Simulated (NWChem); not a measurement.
# RbF; SMILES [F][Rb]

```xyz
2

Rb     0.0000     0.0000    -0.4535
F      0.0000     0.0000     1.8642
```
Atoms are numbered in this order, from 1.

Program: NWChem. Geometry: optimised at PBE-D3(BJ)/def2-SVP. def2 effective core potentials on Rb; no spin-orbit coupling.

Problem. Predict the results for PBE/def2-SVPD. Quantities: highest occupied level (eV); orbital gap (eV); dipole (D).

Solution. The highest occupied level (eV) is -4.52. The orbital gap (eV) comes out as 2.99 and the dipole (D) comes out as 8.77.
